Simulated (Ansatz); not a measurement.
Species: BaF, charge 1, singlet. BaF+ (SMILES [F][Ba+]).
B3LYP-D3(BJ)/def2-TZVP minimum from Ansatz (a program for electronic structure):
```xyz
2

Ba     0.0000     0.0000    -0.2900
F      0.0000     0.0000     1.8044
```
Charge +1, spin multiplicity 1.

Total energies in def2-QZVPP, 8 correlated electrons, 5 frozen orbitals. Open shells are spin-unrestricted; no spin-orbit coupling. Correlated methods leave the cores frozen (noble-gas shells, and filled d and f shells in the p block). Past Kr the def2 sets carry scalar-relativistic core potentials. The spin of BaF+ ([F][Ba+], singlet) was assumed, and the state is the lowest solution found for it.

| method | program | energy (Eh) | minus CCSDT(Q) (mEh) |
|---|---|---|---|
| HF | Ansatz | -124.51432 | 307.11 |
| MP2 | Ansatz | -124.81877 | 2.65 |
| CCSD | Ansatz | -124.81154 | 9.88 |
| CCSD(T) | Ansatz | -124.82124 | 0.19 |
| CCSDT(Q) | Ansatz | -124.82143 | 0.00 |

Rough core times of Ansatz's runs on a shared machine: CCSD(T) under 20 s, CCSDT(Q) 3 min.
